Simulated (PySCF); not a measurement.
Ligands exchanged one at a time, Ga F-SiH3. All species are isolated molecules in the gas phase. Strings in code marks are SMILES.

The dipole moment from two functionals at the same geometries (r2SCAN-D4/def2-TZVP), both in PySCF: PBE-D3(BJ)/def2-TZVP and r2SCAN-D4/def2-TZVP. 

```json
[
 {"species": "0 of 3 F replaced by SiH3 (`[F][Ga]([F])[F]`)", "PBE-D3(BJ)/def2-TZVP (D)": "0.00"},
 {"species": "1 of 3 F replaced by SiH3", "PBE-D3(BJ)/def2-TZVP (D)": "3.46"},
 {"species": "2 of 3 F replaced by SiH3 (`[F][Ga]([SiH3])[SiH3]`)", "PBE-D3(BJ)/def2-TZVP (D)": "2.02"},
 {"species": "3 of 3 F replaced by SiH3 (`[SiH3][Ga]([SiH3])[SiH3]`)", "PBE-D3(BJ)/def2-TZVP (D)": "0.11"}
]
```

### Question
What does r2SCAN-D4/def2-TZVP give for each?

### Answer

- 0 of 3 F replaced by SiH3 (`[F][Ga]([F])[F]`): 0.00
- 1 of 3 F replaced by SiH3: 3.55
- 2 of 3 F replaced by SiH3 (`[F][Ga]([SiH3])[SiH3]`): 2.11
- 3 of 3 F replaced by SiH3 (`[SiH3][Ga]([SiH3])[SiH3]`): 0.12
Over these rows, drawn at random from the members with no instability flagged (it was tested for open shells, ions and some series alone), PBE minus r2SCAN-D4: mean -0.05 D, from -0.09 D to 0.00 D.
